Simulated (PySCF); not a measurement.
**Löwdin shares of the frontier orbitals**

Compound: C₅H₉NOSi.
Geometry (GFN2-xTB, Å), atoms numbered from 1 in this order:
```xyz
17
C5H9NOSi angstrom
C     -2.975   -0.263    0.263
N     -1.541   -0.278    0.212
C     -0.771   -1.253   -0.327
C      0.547   -0.896   -0.208
C      0.570    0.360    0.432
O      1.649    1.104    0.762
Si     3.237    0.854    0.562
C     -0.734    0.717    0.678
H     -3.358   -1.240   -0.025
H     -3.318   -0.032    1.273
H     -3.382    0.488   -0.420
H     -1.206   -2.135   -0.755
H      1.403   -1.454   -0.530
H      3.681   -0.358    1.257
H      3.735    2.077    1.170
H      3.589    0.727   -0.855
H     -1.131    1.593    1.149
```

Theory: PySCF 2.14.0, density-fitted response routines, TDDFT B3LYP/def2-SVPD, vertical, gas phase, core orbitals frozen in the response.

Kohn–Sham orbitals with the atoms that hold most of them (Löwdin shares over 4%, at most four atoms; ? is withheld):

```tsv
orbital	ε (eV)	atoms
LUMO+2	0.54	C3 19%, N2 16%, C8 15%, C4 10%
LUMO+1	0.41	C1 31%, H9 10%, H10 9%, H11 9%
LUMO	0.19	?
HOMO	?	?
HOMO-1	-6.34	C4 34%, N2 20%, C3 13%, C5 10%
HOMO-2	-8.54	O6 42%, Si7 15%, H15 10%, C5 8%
HOMO-3	-8.94	Si7 28%, O6 19%, H16 18%, H14 18%
```

Question: Give the leading atoms of the LUMO.

Answer: Si7 (bonded to O and 3 H) 38%; H14 (bonded to Si) 12%; H16 (bonded to Si) 12%; H15 (bonded to Si) 11%. By element: silicon 38%, hydrogen 35% or more.

Question: Which atoms hold the HOMO, and with what shares?

Answer: C8 (bonded to C, N and H) 26%; C5 (bonded to 2 C and O) 19%; C3 (bonded to C, N and H) 18%; O6 (bonded to C and Si) 13%. By element: carbon 62% or more, oxygen 13%.

Question: What is the HOMO energy, and the HOMO–LUMO gap?

Answer: ε(HOMO) = -5.60 eV; the gap is 5.79 eV (0.2128 hartree).

Question: How does S1 compare with the orbital gap of 5.79 eV?

Answer: S1 is at 4.98 eV (f = 0.0007), 0.81 eV below the gap, made of HOMO→LUMO (98%). 

Question: One configuration dominates each of S1, S2, S5 and S6. Which, and how do the shares of the two leading atoms of either orbital change from the occupied to the empty one?

Answer: 
- S1 (4.98 eV, f 0.0007), HOMO→LUMO (98%): C8 26% → at most 11%, C5 19% → at most 11%, Si7 at most 14% → 38%, H14 at most 14% → 12%
- S2 (5.22 eV, f 0.0011), HOMO→LUMO+1 (98%): C8 26% → at most 10%, C5 19% → at most 10%, C1 at most 14% → 31%, H9 at most 14% → 10%
- S5 (5.76 eV, f 0.0050), HOMO-1→LUMO (95%): C4 34% → at most 11%, N2 20% → at most 11%, Si7 at most 11% → 38%, H14 at most 11% → 12%
- S6 (5.94 eV, f 0.012), HOMO-1→LUMO+1 (90%): C4 34% → at most 10%, N2 20% → at most 10%, C1 at most 11% → 31%, H9 at most 11% → 10%

Time: 98 s wall (grids of density and orbitals included); peak memory 0.97 GiB. Hardware: one thread, Arm Neoverse N1 (aarch64), on a shared host.

One conformer stands for the species.
